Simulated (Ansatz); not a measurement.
`F[Si](F)(F)[SiH3]` and `C=C[Se][Si](F)(F)F` differ in one atom or group.

Ansatz, PBE0-D4/def2-TZVP geometries, multiplicity 1. Each molecule was computed in one conformer, which needn't be the lowest.

Scalar relativity is left out up to krypton.

| property | `F[Si](F)(F)[SiH3]` |
| --- | --- |
| HOMO energy (PBE/def2-TZVPP) / eV | -8.06 |
| HOMO–LUMO gap (B3LYP/def2-TZVPP) / eV | 8.70 |
| LUMO energy (ωB97M-V/def2-TZVPP) / eV | 1.53 |
| HOMO–LUMO gap (PBE0/def2-TZVPP) / eV | 9.08 |
| size of the dipole moment (PBE/def2-TZVPP) / D | 1.93 |
| LUMO energy (B3LYP/def2-TZVPP) / eV | -0.48 |

(1) Give the same properties after the change, and the shifts. (An estimate is asked.)

Answers

(1) The calculation gave: 
| property | `C=C[Se][Si](F)(F)F` | shift |
| --- | --- | --- |
| HOMO energy (PBE/def2-TZVPP) / eV | -6.35 | 1.71 |
| HOMO–LUMO gap (B3LYP/def2-TZVPP) / eV | 6.11 | -2.59 |
| LUMO energy (ωB97M-V/def2-TZVPP) / eV | 1.15 | -0.38 |
| HOMO–LUMO gap (PBE0/def2-TZVPP) / eV | 6.57 | -2.51 |
| size of the dipole moment (PBE/def2-TZVPP) / D | 2.27 | 0.34 |
| LUMO energy (B3LYP/def2-TZVPP) / eV | -1.19 | -0.71 |

With PBE0 the HOMO rises by 1.83 eV and the LUMO falls by 0.67 eV, so the gap narrows by about 2.50 eV. PBE moves the HOMO by 1.71 eV and ωB97M-V by 1.75 eV. Dipoles are sizes alone; their direction can turn.

B3LYP here is the variant with VWN-RPA as its local correlation; programs differ in this.
